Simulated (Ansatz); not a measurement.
`C#[C][AlH][CH3]` + `[NH2][AlH2]` → `[CH3][AlH][NH][AlH2]` + acetylene  (ligand exchange at the Al–C bond)

Isolated molecules relaxed with PBE0-D4/def2-TZVP in Ansatz; ΔE leaves out vibrations. CCSD(T)/CBS is the MP2 limit (def2-TZVPP, def2-QZVPP) plus CCSD(T) − MP2 in def2-TZVPP, frozen cores. This one scheme is used for every species. DFT in def2-TZVPP. B3LYP here is the variant with VWN-RPA as its local correlation; programs differ in this. One conformer a species, not always the lowest.

```csv
level,ΔE (kJ/mol),difference from CCSD(T)/CBS
PBE-D4,-30.5,3.6
BLYP-D4,-32.8,1.3
B97M-V,-28.4,5.7
r2SCAN0-D4,-32.6,1.5
CAM-B3LYP-D4,-35.1,-1.0
B3LYP,-28.8,5.3
r2SCAN0,-31.6,2.5
BHLYP,-30.3,3.8
MP2/def2-SVP,-40.2,-6.1
CCSD/def2-SVP,-39.4,-5.3
CCSD(T)/def2-SVP,-39.5,-5.4
HF/def2-TZVPP,-27.3,6.8
MP2/def2-TZVPP,-35.3,-1.2
CCSD/def2-TZVPP,-34.3,-0.2
CCSD(T)/def2-TZVPP,-34.9,-0.8
HF/CBS(def2),-27.9,6.2
CCSD(T)/CBS,-34.1,0
```

Largest T1 diagnostic among the species: 0.013.

From BLYP to BHLYP (50 % exact exchange), in def2-TZVPP and without D4, ΔE moves by −3.1 kJ/mol. In def2-TZVPP, CCSD(T) changes the Hartree–Fock value by −7.7 kJ/mol (the triples alone add −0.6 kJ/mol) and MP2 by −8.1 kJ/mol.
